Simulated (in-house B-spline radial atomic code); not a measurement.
**RPA and G0W0 on LC-wPBE: Sr2+**

Configuration [Ar] 3d10 4s2 4p6, mean-field start LC-wPBE. Computed with an all-electron radial atomic-structure program (B-spline basis): all electrons, non-relativistic, point nucleus, each spin shell either full or empty, empty states to l = 9 with an (l + 1/2)⁻⁴ tail; G0W0 by contour deformation at full frequency.

Without relativity these are model numbers: it shifts the levels of so heavy an element strongly and can reorder them.

Command:
```bash
python run_gw.py task.json out
```
Settings (radii: box in bohr, nucleus in fm):
```
Z                        38
electrons                36
configuration            [Ar] 3d10 4s2 4p6
hamiltonian              nr
method                   lc_wpbe
lmax                     9
spin_polarised           False
box_radius               17.55
intervals                53
```

Time taken, with all properties: 3 s on 1 thread of Arm Neoverse N1 (shared host).

Energies (hartree):

```tsv
term	value
mean-field total	-3132.36371
Hartree-Fock functional on these orbitals	-3130.97439
direct second order	-2.9067
second-order exchange	0.83189
SOSEX correction	0.77574
```

**Question.** What is the RPA correlation energy, and what remains with SOSEX?

**Answer.** RPA gives -2.5736 hartree (-1.95 eV per electron); RPA + SOSEX gives -1.7979, and the second-order doubles -2.0748 hartree (no singles). RPA lacks exchange-type terms and so overcorrelates at short range.

Quasi-particle levels (eV):

```
level  occupied  mean field  Σx - vxc     Σc  QP weight     G0W0
   4p       yes      -41.38     -1.45      ?          ?        ?
   3d       yes     -150.48    -17.96   7.07      0.879  -161.37
   5s        no     -10.667      0.46  -0.65      0.989  -10.854
```

G0W0 = mean field + (Σx - vxc) + Σc, with Σc (partial-wave tail included) taken at the quasi-particle energy. Only the outer levels were computed. Levels of low weight are left out.

**Question.** Where does G0W0 put 4p?

**Answer.** At -43.43 eV, with Σc = -0.60 eV and a quasi-particle weight of 0.954. The tabulated removal energy is 42.884 eV (NIST, measured); the calculation leaves out relativity, Breit and QED terms, and what these don't explain is the method's own error.
